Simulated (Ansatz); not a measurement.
The B1–H2 bond of C2H7B (SMILES BCC) is stretched (multiplicity 1, the rest rigid).
Geometry at rest (charge 0, multiplicity 1):
```tsv
atom	x (Å)	y (Å)	z (Å)
B	-0.7451	1.0097	0.7393
H	-1.0555	1.2698	1.8631
H	-1.1425	1.7179	-0.1381
C	0.2045	-0.1837	0.4538
C	0.3821	-0.6374	-0.9973
H	-0.0317	-1.0298	1.1103
H	1.1699	0.1762	0.8572
H	0.6743	0.1982	-1.6362
H	-0.5510	-1.0392	-1.3976
H	1.1427	-1.4149	-1.0944
```

Cores are frozen in the correlated methods.

Codes used: Ansatz (Gaussian basis) for Hartree–Fock, density functionals and correlated methods. 

Energies above the point at 1.195 Å (the B3LYP-D3(BJ) bond length), FIC-MRCISD+Q on CASSCF(2,2)/cc-pVDZ (kcal/mol): 6.43 at 1.075 Å; 2.18 at 1.314 Å; 104.98 at 3.822 Å.

Q: Take the last value as the depth D of a Morse curve D(1 − e^(−a(R − R₀)))², fit a and R₀ to the two near points, and test it at 1.613 and 2.090 Å.

A: 
With D = 105.0, both near points (counted from the curve's value at 1.195 Å) are met by a = 1.60 Å⁻¹ and R₀ = 1.214 Å, so k = 2Da² = 539 kcal/(mol Å²). The curve then gives 23.3 and 59.6 kcal/mol; the level itself gives 23.3 and 61.9, so Morse is off by 0.0 and -2.3.

Ansatz is an electronic-structure program.
